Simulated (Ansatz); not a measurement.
Frontier orbitals of C2H2GeN2, SMILES `N#[C][GeH2][C]#N`.

Total charge 0; spin multiplicity 1. Correlated methods include outer-core shells of Ge, which these sets cover unevenly. Scalar relativity is left out up to krypton. The structure was optimised at the PBE0-D4/def2-TZVP level. Basis def2-TZVPP, Ansatz.

Orbital energies of one run (eV). Highest occupied ones, from the top: -9.68, -9.79, -9.91, -10.01, -10.25, -10.42, -11.50, -12.53, -14.03, -18.17, -25.36, -25.41, -34.13, -34.14. Empty: -1.69, -1.64, -1.29, -0.51, -0.22, 0.87.

Question: Which functional gave them?
A. B97M-V
B. r2SCANh
C. ωB97M-V
D. r2SCAN0

Answer: B. HOMO energies: r2SCANh -9.68, ωB97M-V -12.48, B97M-V -9.17, r2SCAN0 -10.42 eV.
